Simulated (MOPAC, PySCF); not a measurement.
CHNO, SMILES `C(O)#N`, neutral singlet in the gas phase. 

Cartesian coordinates (Å):
SMILES: N#CO
```xyz
4

N      1.6020    -0.0991    -0.2530
C      0.4772     0.1009    -0.0945
O     -0.7721     0.3997     0.0793
H     -1.3083    -0.4010     0.1806
```
Charge 0, multiplicity 1.

All levels are single points at this geometry (B3LYP-D3(BJ)/def2-TZVP); Pople sets use spherical d functions. Orbital energies aren't observables, and empty levels follow the basis.

| level | HOMO (eV) | LUMO (eV) | gap (eV) | dipole (D) | vertical IE, Delta-SCF (eV) |
|---|---|---|---|---|---|
| B3LYP-D3(BJ)/def2-TZVP in PySCF | -8.78 | -0.83 | 7.95 | 4.01 | 11.98 |
| PBE-D3(BJ)/def2-TZVP in PySCF | -7.55 | -1.33 | 6.21 | 3.99 | 11.83 |
| B3LYP/3-21G in PySCF | -8.23 | 0.68 | 8.90 | 3.81 | – |
| B3LYP/6-31G* in PySCF | -8.40 | 0.21 | 8.61 | 3.92 | 11.80 |
| BP86/6-31G* in PySCF | -7.27 | -0.41 | 6.86 | 3.93 | – |
| M06-2X/6-31G* in PySCF | -10.17 | 1.58 | 11.75 | 3.89 | – |
| SVWN5/6-31G* in PySCF | -7.33 | -0.54 | 6.78 | 3.99 | 11.94 |
| HF/6-31G* in PySCF | -12.32 | 4.30 | 16.61 | 4.07 | 10.88 |
| HF/STO-3G in PySCF | -10.10 | 9.75 | 19.85 | 3.16 | – |
| AM1 in MOPAC | -12.06 | 1.19 | 13.24 | 2.83 | – |
| PM3 in MOPAC | -11.83 | 0.98 | 12.82 | 3.31 | – |
| PM6 in MOPAC | -12.04 | 0.65 | 12.69 | 3.45 | – |
| PM7 in MOPAC | -12.18 | 0.65 | 12.83 | 3.52 | – |
